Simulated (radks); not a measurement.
The bismuth ion Bi50+, configuration [Ar] 3d10 4s2 4p3 (the NIST ground configuration).

Calculated with a radial shooting solver on a logarithmic mesh with Libxc functionals: non-relativistic Kohn-Sham, PBE, spin-polarised, spherical densities, point nucleus; open shells are filled with parallel spins first (spin-orbit coupling, left out, can overturn this in heavy ions); relativity is left out, which matters for an element this heavy.

Energy parts (Ry):
| part | energy |
|---|---|
| total | -36534.2997 |
| kinetic | 36530.6612 |
| electron-nucleus | -79449.9267 |
| Hartree | 6915.6778 |
| exchange-correlation | -530.7119 |

Orbitals (lengths in bohr, moments of r in powers of bohr):
orbital  occ.  eigenvalue (Ry)      <r>      <r^2>
1s up       1        -6150.308  0.01823  0.0004442
1s down     1        -6150.058  0.01823  0.0004441
2s up       1        -1199.432  0.07651   0.006855
2s down     1        -1199.302  0.07650   0.006854
2p up       3        -1163.390  0.06460   0.005047
2p down     3        -1163.172  0.06460   0.005047
3s up       1        -424.6076   0.1887    0.04047
3s down     1        -424.3670   0.1886    0.04042
3p up       3        -407.9854   0.1791    0.03698
3p down     3        -407.7152   0.1790    0.03693
3d up       5        -377.6027   0.1556    0.02806
3d down     5        -377.3621   0.1555    0.02803
4s up       1        -211.0089   0.3655     0.1499
4s down     1        -209.7521   0.3658     0.1501
4p up       3        -203.5811   0.3605     0.1468
4p down     0        -202.3381   0.3606     0.1470

The highest occupied level is 4p up at -2769.9 eV. The spin density at the nucleus is -8.097 e/bohr^3 (1s -8.882, 2s 1.032, 3s -1.245, 4s 0.999).
